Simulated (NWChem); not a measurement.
System: CH₄BIO; SMILES IB(O)C

```xyz
8

B      0.0622    -1.3630     0.0000
I     -0.0006     0.8318     0.0000
C     -1.2712    -2.1810     0.0000
H     -1.8883    -1.9235     0.8857
H     -1.0794    -3.2722     0.0000
H     -1.8883    -1.9235    -0.8857
O      1.2729    -1.9660     0.0000
H      2.0186    -1.3364     0.0000
```
Atoms are numbered in this order, from 1.

Program: NWChem. All runs use the structure optimised with PBE-D3(BJ)/def2-SVP. def2 effective core potentials on I; no spin-orbit coupling.

For level TPSS/def2-SVP (core potentials):

| Property | Result |
|---|---|
| highest occupied level (eV) | -6.37 |
| orbital gap (eV) | 5.34 |
| dipole (D) | 1.06 |

What are these values for level TPSS/STO-3G (all-electron, non-relativistic)?


| Property | Value |
|---|---|
| highest occupied level (eV) | -3.77 |
| orbital gap (eV) | 5.63 |
| dipole (D) | 1.89 |
